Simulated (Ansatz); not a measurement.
As3⁺ was relaxed with r2SCAN-D4 (def2-TZVP) in Ansatz in these states: charge +1 quintet, charge +1 singlet, charge +1 triplet. The geometries follow in no particular order.

A:

```xyz
3

As    1.015   -0.009    1.179
As   -0.186    1.083   -1.105
As   -0.829   -1.074   -0.073
```

B:

```xyz
3

As    1.022   -0.792    0.373
As   -1.225   -0.526   -0.188
As    0.203    1.318   -0.185
```

C:

```xyz
3

As    0.861   -0.435   -0.727
As    0.237   -0.301    1.464
As   -1.098    0.735   -0.737
```

Task: Judge from the bond lengths which geometry belongs to which state (an estimate).

Result: A is the charge +1 quintet (As1–As2 2.802 Å, As2–As3 2.477 Å, As1–As3 2.470 Å); B is the charge +1 singlet (As1–As2 2.331 Å, As2–As3 2.331 Å, As1–As3 2.331 Å); C is the charge +1 triplet (As1–As2 2.282 Å, As2–As3 2.775 Å, As1–As3 2.282 Å).

At PBE0-D4/def2-TZVP a singlet lies 3.41 eV below the charge +1 quintet. At PBE0-D4/def2-TZVP a singlet lies 1.56 eV below the charge +1 triplet. These are the stationary points nearest to one start from a short search; other shapes may lie lower in each state.
